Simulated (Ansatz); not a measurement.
Geometry optimisation, Ansatz 0.2.0, RKS PBE-D4/def2-SVP.

The input (input.yaml):

```yaml
crystal:
  periodic: [false, false, false]
  atoms:
    - { symbol: C, position_ang: [-1.7708, -0.5985, 0.9978] }
    - { symbol: O, position_ang: [-1.1437, 0.2986, 0.0927] }
    - { symbol: C, position_ang: [-1.75112, 0.14287, -1.14109] }
    - { symbol: Si, position_ang: [-1.58894, 1.70905, -2.20929] }
    - { symbol: Te, position_ang: [-0.78391, -1.42315, -2.27416] }
    - { symbol: H, position_ang: [-2.8698, -0.1928, 1.0744] }
    - { symbol: H, position_ang: [-1.812, -1.5933, 0.6007] }
    - { symbol: H, position_ang: [-1.3299, -0.5108, 1.9962] }
    - { symbol: H, position_ang: [-2.82828, -0.13152, -1.10348] }
    - { symbol: H, position_ang: [-0.15433, 2.01348, -2.29676] }
    - { symbol: H, position_ang: [-2.24731, 2.7824, -1.39354] }
    - { symbol: H, position_ang: [-2.1999, 1.53896, -3.47625] }
    - { symbol: H, position_ang: [-1.86979, -1.23055, -3.53737] }
basis:
  gaussian: { orbitals: def2-SVP }
hamiltonian:
  xc: pbe
  dispersion: d4
relax:
  f_tol: 0.015
  max_steps: 40
```

Launched with:

```bash
$ ansatz run input.yaml --threads 2 --pin off --max-ram 3072MiB --backend cpu --events-out ev --progress --plain --runs-dir out
```

**Question.** Where does it end, and by what steps?

**Answer.** It converged. After 16 steps the energy has fallen by 0.541 eV; H13 moved furthest, 1.50 Å.

```
step  energy less start (eV)  largest force component (eV/Å)  accepted
   0                  0.0000                           2.490       yes
   1                 -0.3964                           0.716       yes
   2                 -0.4367                           0.270       yes
   3                 -0.4581                           0.212       yes
   4                 -0.4773                           0.205       yes
   5                 -0.4911                           0.446       yes
   6                 -0.5027                           0.217       yes
   7                 -0.5107                           0.197       yes
   8                 -0.5183                           0.314       yes
   9                 -0.5311                           0.066       yes
  10                 -0.4979                           0.513        no
  11                 -0.5344                           0.038       yes
  12                 -0.5370                           0.063       yes
  13                 -0.5375                           0.255       yes
  14                 -0.5405                           0.054       yes
  15                 -0.5411                           0.016       yes
  16                 -0.5412                           0.010       yes
```

```xyz
13
Properties=species:S:1:pos:R:3
C -1.842 -0.684 0.877
O -1.445 0.404 0.062
C -1.844 0.331 -1.261
Si -1.477 1.982 -2.147
Te -0.766 -1.270 -2.476
H -2.952 -0.795 0.898
H -1.396 -1.636 0.503
H -1.475 -0.481 1.900
H -2.910 0.021 -1.382
H 0.006 2.122 -2.344
H -1.975 3.133 -1.313
H -2.176 1.978 -3.476
H -2.098 -2.301 -2.511
```

Time of the run: 58 s on 2 threads of Arm Neoverse V1, on a shared host, peak memory 0.18 GiB.
